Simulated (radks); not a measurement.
Values are calculated unless marked as measured or tabulated.
Initial-state core-level shifts of the holmium ion Ho+ when its valence configuration changes from [Xe] 4f11 6s1. Code: a radial shooting solver on a logarithmic mesh with Libxc functionals. Model: Dirac Kohn-Sham, PBE, spin-unpolarised, spherical densities, point nucleus; open shells fill j = l - 1/2 first. Shifts are changes of the shell-averaged eigenvalues in eV (positive: less bound).

\begin{tabular}{lrrrr}
valence & 1s & 4s & 4p & 5s \\ \hline
4f11 6p1 & -1.189 & -1.169 & -1.172 & -1.224 \\
4f10 6s2 & -8.660 & -9.749 & -9.618 & -6.249 \\
4f9 6s1 6p2 & -21.149 & -23.430 & -23.106 & -15.163 \\
4f12 & +5.923 & +6.732 & +6.665 & +4.746 \\
4f10 6s1 6p1 & -9.816 & -10.897 & -10.767 & -7.405 \\
4f10 5d1 6s1 & -6.367 & -7.402 & -7.262 & -3.856 \\
4f11 5d1 & +1.566 & +1.608 & +1.619 & +1.782 \\
4f9 6s1.5 6p1.5 & -20.618 & -22.899 & -22.575 & -14.641 \\
4f8.5 6s2 6p1.5 & -26.237 & -29.127 & -28.684 & -18.094 \\
\end{tabular}
